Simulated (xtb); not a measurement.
Br$_{2}$Si, charge +1, doublet, geometry from GFN2-xTB (a state made from the parent by changing its charge; the spin is typed, not shown lowest); GFN2-xTB with ALPB(dmf) (xtb 6.7.1).

Input for xtb:
```
$ xtb mol.xyz --gfn 2 --chrg 1 --uhf 1 --alpb dmf --json

# file mol.xyz
3

Si    -0.01521577    -0.00237586     0.77983544
Br     1.07276535    -1.63797801    -0.14008693
Br    -1.06667904     1.63892835    -0.17184725
```

What the program printed (banner, timings and long lists left out):

```
   ID    Z sym.   atoms
    1   14 Si     1
    2   35 Br     2, 3

           -------------------------------------------------
          |                Calculation Setup                |
           -------------------------------------------------

           -------------------------------------------------
          |                 G F N 2 - x T B                 |
           -------------------------------------------------

      * Solvation model:               ALPB
        Solvent                        dmf
        Parameter file                 internal GFN2-xTB/ALPB
        Dielectric constant                3.7000E+01
        Reference state                gsolv [1 M gas/solution]
        Free energy shift                  6.0086E-03 Eh       3.7705E+00 kcal/mol
        Temperature                        2.9815E+02 K
        Density                            9.5000E-01 kg/L
        Solvent mass                       7.3100E+01 g/mol
        Interaction kernel             P16
        Born radius scaling (c1)           1.8540E+00
        Born radii integrator          GBOBC
        Born offset                        0.0000E+00 a0       0.0000E+00 AA
        H-bond correction              true
        Ion screening                  false
        Surface tension                    1.0000E-05 Eh       1.5569E+01 dyn/cm
        Grid points                               230 per atom

          ...................................................
          :                      SETUP                      :
          :.................................................:
          :  # basis functions                  30          :
          :  # atomic orbitals                  27          :
          :  # shells                            9          :
          :  # electrons                        17          :
          :  max. iterations                   250          :
          :  Hamiltonian                  GFN2-xTB          :
          :  restarted?                      false          :
          :  GBSA solvation                   true          :
          :  PC potential                    false          :
          :  electronic temp.          300.0000000     K    :
          :  accuracy                    1.0000000          :
          :  -> integral cutoff          0.2500000E+02      :
          :  -> integral neglect         0.1000000E-07      :
          :  -> SCF convergence          0.1000000E-05 Eh   :
[...]
         :: total energy              -9.503576583244 Eh    ::
[...]
        17                         -0.0882579              -2.4016
        18                         -0.0787348              -2.1425
        19                         -0.0783045              -2.1308
        20                         -0.0718674              -1.9556
       ...                                ...                  ...
        27                          1.3389487              36.4346
      -------------------------------------------------------------
                  HL-Gap            0.0732328 Eh            1.9928 eV
             Fermi-level           -0.4803692 Eh          -13.0715 eV

     #   Z          covCN         q      C6AA      α(0)
     1  14 Si       1.660     0.644   174.215    28.066
     2  35 Br       0.831     0.178   179.929    21.627
     3  35 Br       0.831     0.178   179.929    21.627

 Mol. C6AA /au·bohr⁶  :       1576.964507
 Mol. C8AA /au·bohr⁸  :     103901.901070
 Mol. α(0) /au        :         71.320194

Wiberg/Mayer (AO) data.
largest (>0.10) Wiberg bond orders for each atom

 ---------------------------------------------------------------------------
     #   Z sym  total        # sym  WBO       # sym  WBO       # sym  WBO
 ---------------------------------------------------------------------------
     1  14 Si   3.206 --     3 Br   1.603     2 Br   1.603
     2  35 Br   1.767 --     1 Si   1.603     3 Br   0.164
     3  35 Br   1.767 --     1 Si   1.603     2 Br   0.164
 ---------------------------------------------------------------------------

Topologies differ in total number of bonds
Writing topology from bond orders to xtbtopo.mol

molecular dipole:
                 x           y           z       tot (Debye)
 q only:       -0.016      -0.003       0.844
   full:       -0.023      -0.004       1.169       2.971
molecular quadrupole (traceless):
                xx          xy          yy          xz          yz          zz
 q only:       -0.966      -3.341       1.969      -0.009      -0.056      -1.003
  q+dip:       -0.642      -0.599      -0.116      -0.029      -0.014       0.758
   full:        0.187       1.432      -1.071      -0.009       0.022       0.885

           -------------------------------------------------
          | TOTAL ENERGY               -9.503576583244 Eh   |
          | GRADIENT NORM               0.000941349270 Eh/α |
          | HOMO-LUMO GAP               1.992765184438 eV   |
           -------------------------------------------------

normal termination of xtb
```
